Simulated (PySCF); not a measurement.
# Cobalt: highly charged ions in a basis for the neutral atom

Co²³⁺ [He] 2s2, Co²⁴⁺ [He] 2s1. All numbers are calculated (PySCF 2.14, the non-relativistic Hamiltonian (point nucleus), in aug-cc-pVDZ). No spin-orbit coupling, so a gap to NIST mixes the basis error with missing relativistic terms.

Changed run: basis of the neutral atom used for a highly charged ion. This setting is unsound on purpose.

| species | method | sound run (hartree) | changed run (hartree) | converged |
| --- | --- | --- | --- | --- |
| Co²³⁺ | UHF | not run | -868.95042 | yes |
| Co²³⁺ | MN15 | not run | -869.04447 | yes |
| Co²³⁺ | TPSS | not run | -869.17397 | yes |
| Co²⁴⁺ | UHF | not run | -792.40344 | yes |
| Co²⁴⁺ | MN15 | not run | -792.40263 | yes |
| Co²⁴⁺ | TPSS | not run | -792.51831 | yes |

Ionisation energy of Co²³⁺:

```json
{"method": "UHF", "changed run (eV)": "2082.9", "NIST (eV)": "2119.4 ± 1.9"}
{"method": "MN15", "changed run (eV)": "2085.5", "NIST (eV)": "2119.4 ± 1.9"}
{"method": "TPSS", "changed run (eV)": "2085.9", "NIST (eV)": "2119.4 ± 1.9"}
```

The contracted functions were made for the neutral atom and can be too rigid for a highly charged ion.
